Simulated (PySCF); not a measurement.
## C6H5Cl2Ga: core ionisation energies

Compound: GaCl2Ph, C6H5Cl2Ga.
Bonds: Ga1–Cl2, Ga1–Cl3, Ga1–C4, C4–C5, C4–C9, C5–C6, C6–C7, C7–C8, C8–C9. Hydrogens: H10 on C5; H11 on C6; H12 on C7; H13 on C8; H14 on C9.

Level of theory: delta-SCF UKS SCAN, pcX-2 on the ionised atom, pcseg-1 elsewhere, spin-free X2C in PySCF 2.14.0. Binding energies are ΔSCF values: E(core-ionised, relaxed orbitals) − E(ground state) at a fixed geometry, referred to the vacuum level.

Task: What binding energy does each computed site have?

Result: 
```json
{"atom(s)": "Cl2/Cl3", "bonded to": "Ga", "level": "Cl 2p3/2", "binding energy (eV)": "205.49", "2p1/2 (eV)": "207.15", "above the level's lowest (eV)": "0.00", "count": "2"}
{"atom(s)": "Cl2/Cl3", "bonded to": "Ga", "level": "Cl 1s", "binding energy (eV)": "2828.09", "2p1/2 (eV)": "–", "above the level's lowest (eV)": "0.00", "count": "2"}
{"atom(s)": "C4", "bonded to": "2 C and Ga", "level": "C 1s", "binding energy (eV)": "290.41", "2p1/2 (eV)": "–", "above the level's lowest (eV)": "0.00", "count": "1"}
{"atom(s)": "C5/C9", "bonded to": "2 C and H", "level": "C 1s", "binding energy (eV)": "290.67", "2p1/2 (eV)": "–", "above the level's lowest (eV)": "+0.26", "count": "2"}
{"atom(s)": "C6/C8", "bonded to": "2 C and H", "level": "C 1s", "binding energy (eV)": "290.65", "2p1/2 (eV)": "–", "above the level's lowest (eV)": "+0.24", "count": "2"}
{"atom(s)": "C7", "bonded to": "2 C and H", "level": "C 1s", "binding energy (eV)": "290.69", "2p1/2 (eV)": "–", "above the level's lowest (eV)": "+0.28", "count": "1"}
```

Lowest listed C 1s: C4, bonded to 2 C and Ga. Highest, 0.28 eV above it: C7, bonded to 2 C and H. The values 290.65, 290.67 and 290.69 eV lie too close for their order to be trusted.

Task: Which effective nuclear charge Zeff reproduces each element's mean 1s value in the hydrogen-like formula E = 13.606 eV × Zeff²?

Result: C (Z = 6): mean 290.6 eV, Zeff = 4.62, Z − Zeff = 1.38; Cl (Z = 17): mean 2828.1 eV, Zeff = 14.42, Z − Zeff = 2.58. Means run over the listed sites, weighted by atom count.

Atoms equivalent by their bonding share one computed value, that of the first of them. 2p3/2 and 2p1/2 are the ΔSCF energy of one spin-free 2p hole plus the eigenvalues of a spin–orbit and ligand-field matrix of the shell. 2p1/2 minus 2p3/2 (ligand field included): Cl 1.65 eV. No level of gallium is listed. The structure is a single PBE0-D3(BJ)/def2-SVP conformer in the gas phase; no vibrational or solvent corrections.
